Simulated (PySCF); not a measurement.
Species: C6H8F3P.
Numbering: `[CH2:1]=[CH:2][C@@H:3]1[PH:4][CH2:5][C@@H:6]1[C:7]([F:8])([F:9])[F:10]` (hydrogens: H11, H12 on C1; H13 on C2; H14 on C3; H15 on P4; H16, H17 on C5; H18 on C6)

Method: PySCF 2.14.0, density-fitted response routines, TDDFT CAM-B3LYP/def2-SVPD, vertical, gas phase, core orbitals frozen in the response. The structure is a single PBE0-D3(BJ)/def2-SVP conformer in the gas phase; no vibrational or solvent corrections.

Frontier orbitals with the atoms that hold most of them (Löwdin shares over 4%, at most four atoms; ? is withheld):

```tsv
orbital	ε (eV)	atoms
HOMO-3	-11.00	C3 14%, C2 14%, P4 10%, C5 9%
HOMO-2	-10.68	C5 25%, C3 21%, P4 20%, H14 8%
HOMO-1	-9.13	?
HOMO	-8.44	P4 40%, C1 13%, C3 13%, C2 10%
LUMO	?	?
LUMO+1	0.97	P4 20%, H15 16%, H18 11%, H14 8%
LUMO+2	1.17	C1 21%, C2 18%, P4 10%, C5 8%
```

Question: Which atoms hold the LUMO, and with what shares?

Answer: P4 (bonded to 2 C and H) 33%; C1 (bonded to C and 2 H) 10%; C2 (bonded to 2 C and H) 10%; C3 (bonded to 2 C, P and H) 10%. By element: phosphorus 33%, carbon 31% or more.

Question: Give the leading atoms of the HOMO-1.

Answer: P4 (bonded to 2 C and H) 28%; C2 (bonded to 2 C and H) 24%; C1 (bonded to C and 2 H) 22%; C5 (bonded to C, P and 2 H) 7%. By element: carbon 53% or more, phosphorus 28%.

Question: What is the LUMO energy, and the HOMO–LUMO gap?

Answer: ε(LUMO) = 0.63 eV; the gap is 9.07 eV (0.3335 hartree).

Question: The HOMO–LUMO gap is 9.07 eV. Where does the response calculation put the lowest singlet, and from which orbitals?

Answer: S1 is at 5.82 eV (f = 0.107), 3.25 eV below the gap, made of HOMO→LUMO (80%), HOMO-1→LUMO (10%). Without the coupling terms of the response equations the lowest excitation would equal the gap.

Question: One configuration dominates each of S1 and S2. Which, and how do the shares of the two leading atoms of either orbital change from the occupied to the empty one?

Answer: 
- S1 (5.82 eV, f 0.107), HOMO→LUMO (80%): P4 40% → 33%, C1 13% → 10%
- S2 (6.31 eV, f 0.020), HOMO→LUMO+1 (81%): P4 40% → 20%, C1 13% → at most 9%, H15 at most 10% → 16%
